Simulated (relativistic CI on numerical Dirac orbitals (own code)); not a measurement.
**Electric-dipole transitions in Re55+**

Method of calculation: Dirac-Coulomb-Breit CI, separate exchange-only KLI orbitals for each configuration, model QED (radiative potential, 1s self-energy scaled to tabulated hydrogen-like ionisation energies), unscaled Slater integrals (own radial code, finite nucleus).

Configuration list (outside the closed core [Ne]): 3s²3p⁶3d², 3s²3p⁵3d³, 3s3p⁶3d³, 3s²3p⁶3d4s, 3s²3p⁶3d4p, 3s²3p⁶3d4d, 3s²3p⁵3d²4s, 3s²3p⁶3d4f, 3s²3p⁵3d²4p, 3s²3p⁵3d²4d, 3p⁶3d⁴, 3p⁵3d⁵, 3p⁵3d⁴4s, 3p⁶3d³4s, 3p⁵3d³4s². Double excitations out of closed p, d and f shells are left out; levels of such configurations are missing from the list, as are those of other unlisted configurations, and high levels can miss mixing partners. These lack a partner that the ground configuration has and come out too high: 3s²3p⁵3d²4p, 3s²3p⁵3d²4d.

```
λ vac (Å)                Lower                 Upper   A (s⁻¹)        gf  Branching (%)
   17.756    3s²3p⁶3d² ³F2 [1]   3s²3p⁵3d³ ³D°1 [83]  6.36e+12  9.02e-01           72.5
   17.994    3s²3p⁶3d² ³P2 [4]   3s²3p⁵3d³ ³S°1 [94]  5.68e+12  8.27e-01           71.9
   18.030    3s²3p⁶3d² ³F3 [3]   3s²3p⁵3d³ ³F°3 [91]  2.43e+12  8.30e-01           49.8
   18.054    3s²3p⁶3d² ¹G4 [5]   3s²3p⁵3d³ ¹F°3 [95]  5.13e+12  1.76e+00           91.8
   18.151    3s²3p⁶3d² ³F3 [3]   3s²3p⁵3d³ ³D°2 [90]  4.71e+12  1.16e+00           90.5
   18.229    3s²3p⁶3d² ¹G4 [5]   3s²3p⁵3d³ ¹G°4 [92]  5.82e+12  2.61e+00           82.6
   18.257    3s²3p⁶3d² ³F4 [7]  3s²3p⁵3d³ ³D°3 [109]  3.04e+12  1.06e+00           62.5
   18.321    3s²3p⁶3d² ³P2 [4]   3s²3p⁵3d³ ³F°3 [91]  2.41e+12  8.50e-01           49.4
   18.377    3s²3p⁶3d² ³F4 [7]  3s²3p⁵3d³ ³F°4 [108]  4.29e+12  1.96e+00           99.9
   18.424    3s²3p⁶3d² ³F4 [7]  3s²3p⁵3d³ ³G°5 [107]  3.63e+12  2.03e+00           99.1
   18.770    3s²3p⁶3d² ³F2 [1]   3s²3p⁵3d³ ³F°2 [82]  3.64e+12  9.60e-01           99.8
   20.713  3s²3p⁵3d³ ³H°6 [20]    3s3p⁶3d³ ³G5 [126]  3.09e+12  2.18e+00           58.4
   29.840    3s²3p⁶3d² ³F3 [3]   3s²3p⁵3d³ ³F°3 [64]  8.69e+11  8.12e-01           60.4
   30.065    3s²3p⁶3d² ¹G4 [5]   3s²3p⁵3d³ ¹F°3 [69]  1.34e+12  1.28e+00           92.8
   30.092    3s²3p⁶3d² ³F4 [7]   3s²3p⁵3d³ ³D°3 [79]  1.37e+12  1.30e+00           93.1
   30.526    3s²3p⁶3d² ³F2 [1]   3s²3p⁵3d³ ³G°3 [34]  1.01e+12  9.89e-01           99.7
   30.623    3s²3p⁶3d² ³F2 [1]   3s²3p⁵3d³ ³F°2 [33]  1.17e+12  8.24e-01           99.5
   30.812    3s²3p⁶3d² ¹G4 [5]   3s²3p⁵3d³ ¹G°4 [65]  1.22e+12  1.56e+00           87.1
   31.077    3s²3p⁶3d² ³F4 [7]   3s²3p⁵3d³ ³F°4 [77]  1.18e+12  1.54e+00           96.5
   31.893    3s²3p⁶3d² ¹G4 [5]   3s²3p⁵3d³ ¹H°5 [58]  5.06e+11  8.49e-01           99.5
```

Terms are leading LS components. Brackets give the number of a level in order of energy, since labels repeat. The list gives strong lines, with weight on those to low levels, without lines whose two gauges differ by over a factor of 2.5, among the lowest 200 of 1699 levels, so that lines to higher ones, which can be the strongest, are missing. Levels whose partners in the same complex of configurations lie outside the list can be far off, and so can their lines. Rates are taken at the computed energies, electric ones in the length gauge.

At this charge energies of transitions that change n are usually good to better than 1 %, and those within a shell (Δn = 0) to a few per cent.

LS names give the leading component of a level, which can be under half, so a name can repeat, a term be missing and a line seem to break the LS rules.
